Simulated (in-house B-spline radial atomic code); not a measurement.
RPA correlation on BLYP: neutral molybdenum

Configuration [Kr] 4d5 5s1, highest spin, mean-field start BLYP. Computed with an all-electron radial atomic-structure program (B-spline basis): all electrons, scalar-relativistic (spin-free one-electron X2C), finite nucleus, each spin shell either full or empty, empty states to l = 9 with an (l + 1/2)⁻⁴ tail; G0W0 by contour deformation at full frequency.

RPA overbinds a lone outer s electron by self-correlation, and G0W0 tends to as well.

The highest G0W0 level has too low a weight to be given.

Command:
```bash
python run_gw.py task.json out
```
Settings (radii: box in bohr, nucleus in fm):
```
Z                        42
electrons                42
configuration            [Kr] 4d5 5s1
hamiltonian              x2c
method                   b88,lyp
lmax                     9
rms_radius               4.4091
spin_polarised           True
box_radius               40
intervals                73
ion_configuration        [Kr] 4d5
```

Cost of the run: 19 s on 1 thread of Arm Neoverse N1, on a shared host.

Energies (hartree):

| term | value |
| --- | --- |
| mean-field total | -4048.53912 |
| Hartree-Fock functional on these orbitals | -4046.20388 |
| direct second order | -3.6357 |
| second-order exchange | 1.0885 |
| SOSEX correction | 0.98212 |

**Question.** What is the RPA correlation energy, and what remains with SOSEX?

**Answer.** RPA gives -3.1272 hartree (-2.03 eV per electron); RPA + SOSEX gives -2.1451, and the second-order doubles -2.5472 hartree (no singles). SOSEX takes back 31 % of the RPA value.

**Question.** What does it cost to remove one electron (to [Kr] 4d5) by differences of total energies, each species on its own start (correlation terms add to the Hartree-Fock functional)?

**Answer.** BLYP 7.277 eV, Hartree-Fock functional 6.186 eV, + RPA 7.704 eV, + RPA + SOSEX 6.867 eV, + second order 7.854 eV. Tabulated: 7.092 eV (NIST, measured); the calculation leaves out spin-orbit coupling, Breit and QED terms, and what these don't explain is the method's own error.
